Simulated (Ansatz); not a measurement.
CH₆N₂OSn from Hartree–Fock to CCSD(T)

```xyz
11

N     1.1165    0.8959   -0.8692
C     1.3601   -0.0885    0.0022
N     0.6950   -0.3194    1.0882
Sn   -1.1748   -1.6989    0.3331
O    -1.6425    0.0782   -0.6138
H     1.6221    0.9002   -1.7387
H     0.1429    1.1960   -0.9038
H     2.1806   -0.7617   -0.2496
H     0.0328    0.4390    1.2552
H    -1.9925   -1.1806    1.8398
H    -2.3403    0.5397   -0.1433
```

The species carries charge 0 and has multiplicity 1. Correlated methods include outer-core shells of Sn, which these sets cover unevenly. Sn takes the def2 core potential. The bonds changed during the relaxation, so this is another structure than the one it started from. Geometry: relaxed with PBE0-D4/def2-TZVP. It is one conformer, not always the lowest. Frozen core, restricted reference, Ansatz 0.2.0.

| basis | HF (Eh) | MP2 corr. | CCSD corr. | (T) | CCSD(T) total |
| --- | --- | --- | --- | --- | --- |
| def2-SVP | -438.29352 | -0.76585 | -0.80800 | -0.02557 | -439.12709 |
| def2-TZVPP | -438.57622 | -1.15203 | -1.16580 | -0.04620 | -439.78822 |
| def2-QZVPP | -438.58884 | -1.42649 | – | – | – |
